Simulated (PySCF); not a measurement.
HCl₃OZr, charge +1, doublet, geometry from GFN2-xTB (such geometries of metal compounds can be far from the true shape) (the multiplicity is a formal guess) (core potentials on Zr); PySCF with DF-B3LYP/def2-SVP.

Here is a job for PySCF.
```python
from pyscf import gto, scf, dft

mol = gto.Mole()
mol.atom = '''
    Zr   -0.360074    0.208236    0.005845
    Cl    1.551146    1.231524   -0.735115
    Cl    0.514336   -0.636595    1.947641
    Cl   -0.153000   -1.700946   -1.243573
    O    -1.919354    1.109991    0.031159
    H    -2.754422    1.592923    0.044715
'''
mol.basis = 'def2-svp'
mol.ecp = {'Zr': 'def2-svp'}
mol.charge = 1
mol.spin = 1
mol.verbose = 5
mol.build()

mf = dft.UKS(mol)
mf.xc = 'b3lyp'
mf.grids.prune = dft.gen_grid.sg1_prune
mf = mf.density_fit(auxbasis='def2-universal-jkfit')
mf.kernel()
```

Output, abridged:

```
PySCF version 2.14.0

[INPUT] verbose = 5
[INPUT] max_memory = 4000
[INPUT] num. atoms = 6
[INPUT] num. electrons = 71
[INPUT] charge = 1
[INPUT] spin (= nelec alpha-beta = 2S) = 1
[INPUT] symmetry False subgroup None
[INPUT] Mole.unit = angstrom
[INPUT] Symbol           X                Y                Z      unit          X                Y                Z       unit  Magmom
[INPUT]  1 Zr    -0.360074000000   0.208236000000   0.005845000000 AA   -0.680441244577   0.393509009275   0.011045449198 Bohr   0.0
[INPUT]  2 Cl     1.551146000000   1.231524000000  -0.735115000000 AA    2.931241119215   2.327243075829  -1.389166020060 Bohr   0.0
[INPUT]  3 Cl     0.514336000000  -0.636595000000   1.947641000000 AA    0.971954176004  -1.202990202267   3.680508078974 Bohr   0.0
[INPUT]  4 Cl    -0.153000000000  -1.700946000000  -1.243573000000 AA   -0.289128097058  -3.214322092674  -2.350012385904 Bohr   0.0
[INPUT]  5 O     -1.919354000000   1.109991000000   0.031159000000 AA   -3.627053396088   2.097578990732   0.058881976315 Bohr   0.0
[INPUT]  6 H     -2.754422000000   1.592923000000   0.044715000000 AA   -5.205103211477   3.010188207521   0.084499103660 Bohr   0.0
[INPUT] ---------------- BASIS SET ----------------
[INPUT] l, kappa, [nprim/nctr], expnt,             c_1 c_2 ...
[INPUT] H
[INPUT] 0    0    [3    /1   ]  13.010701         0.019682158
                                1.9622572         0.13796524
                                0.44453796        0.47831935
[INPUT] 0    0    [1    /1   ]  0.12194962           1
[INPUT] 1    0    [1    /1   ]  0.8                  1
[INPUT] O
[INPUT] 0    0    [5    /1   ]  2266.1767785      -0.0053431809926
                                340.87010191      -0.03989003923
                                77.363135167      -0.17853911985
                                21.47964494       -0.46427684959
                                6.6589433124      -0.44309745172
[INPUT] 0    0    [1    /1   ]  0.80975975668        1
[INPUT] 0    0    [1    /1   ]  0.25530772234        1
[INPUT] 1    0    [3    /1   ]  17.721504317      0.043394573193
                                3.863550544       0.23094120765
                                1.0480920883      0.51375311064
[INPUT] 1    0    [1    /1   ]  0.27641544411        1
[INPUT] 2    0    [1    /1   ]  1.2                  1
[INPUT] Zr
[INPUT] 0    0    [3    /1   ]  5.873789          0.54255558714
                                4.28727           -0.95241333244
                                1.464137          -0.13703926411
[INPUT] 0    0    [1    /1   ]  0.83727682345        1
[INPUT] 0    0    [1    /1   ]  0.36849806511        1
[INPUT] 0    0    [1    /1   ]  0.077806859124       1
[INPUT] 0    0    [1    /1   ]  0.03027308833        1
[INPUT] 1    0    [4    /1   ]  2.874224          -0.46624086918
                                2.119901          0.45883133891
                                0.78845821105     0.58853912475
                                0.36332579847     0.35822232244
[INPUT] 1    0    [1    /1   ]  0.14951762021        1
[INPUT] 1    0    [1    /1   ]  0.03                 1
[INPUT] 2    0    [4    /1   ]  4.2898623878      -0.01221286808
                                1.3615557498      0.1969242352
                                0.56937550689     0.42057831659
                                0.22674948677     0.42757027999
[INPUT] 2    0    [1    /1   ]  0.083011031631       1
[INPUT] 3    0    [1    /1   ]  0.39261              1
[INPUT] Cl
[INPUT] 0    0    [5    /1   ]  10449.827566      0.0019708362484
                                1571.7365221      0.014754727977
                                357.12065523      0.066679112875
                                100.25185935      0.17228924084
                                30.812727554      0.158837861
[INPUT] 0    0    [3    /1   ]  51.923789434      -0.10009298909
                                5.7045760975      0.60841752753
                                2.3508376809      0.54352153355
[INPUT] 0    0    [1    /1   ]  0.44605124672        1
[INPUT] 0    0    [1    /1   ]  0.1684885619         1
[INPUT] 1    0    [5    /1   ]  307.66790569      -0.0087801484118
                                72.102015515      -0.063563355471
                                22.532680262      -0.24016428276
                                7.8991765444      -0.47798866557
                                2.8767268321      -0.38515850005
[INPUT] 1    0    [1    /1   ]  0.77459363955        1
[INPUT] 1    0    [1    /1   ]  0.21037699698        1
[INPUT] 2    0    [1    /1   ]  0.65                 1

nuclear repulsion = 376.877250260371
number of shells = 44
number of NR pGTOs = 196
number of NR cGTOs = 104
basis = def2-svp
ecp = {'Zr': 'def2-svp'}

******** <class 'pyscf.df.df_jk.DFUKS'> ********
method = DFUKS
initial guess = minao
damping factor = 0
level_shift factor = 0
DIIS = <class 'pyscf.scf.diis.CDIIS'>
diis_start_cycle = 1
diis_space = 8
diis_damp = 0
SCF conv_tol = 1e-09
SCF conv_tol_grad = None
SCF max_cycles = 50
direct_scf = False
number electrons alpha = 36  beta = 35
XC library pyscf.dft.libxc version 7.1.2
    S. Lehtola, C. Steigemann, M. J. T. Oliveira, and M. A. L. Marques,  SoftwareX 7, 1–5 (2018)
XC functionals = b3lyp
    P. J. Stephens, F. J. Devlin, C. F. Chabalowski, and M. J. Frisch,  J. Phys. Chem. 98, 11623 (1994)
radial grids:
    Treutler-Ahlrichs [JCP 102, 346 (1995); DOI:10.1063/1.469408] (M4) radial grids

becke partition: Becke, JCP 88, 2547 (1988); DOI:10.1063/1.454033
pruning grids: <function sg1_prune>
grids dens level: 3
symmetrized grids: False
atomic radii adjust function: <function treutler_atomic_radii_adjust>
small_rho_cutoff = 0
Set gradient conv threshold to 3.16228e-05
Density of valence part of ANO basis will be used as initial guess for Zr
Traceback (most recent call last):
  File "input.py", line 23, in <module>
  File "<string>", line 2, in kernel
  File "site-packages/pyscf/scf/hf.py", line 2099, in scf
  File "site-packages/pyscf/scf/hf.py", line 132, in kernel
  File "site-packages/pyscf/dft/uks.py", line 42, in get_veff
  File "site-packages/pyscf/dft/uks.py", line 192, in initialize_grids
  File "site-packages/pyscf/dft/rks.py", line 506, in initialize_grids
  File "site-packages/pyscf/dft/gen_grid.py", line 653, in build
  File "<string>", line 6, in gen_atomic_grids
  File "site-packages/pyscf/dft/gen_grid.py", line 318, in gen_atomic_grids
  File "site-packages/pyscf/dft/gen_grid.py", line 81, in sg1_prune
IndexError: index 40 is out of bounds for axis 0 with size 19
```

The input was rejected before any calculation.
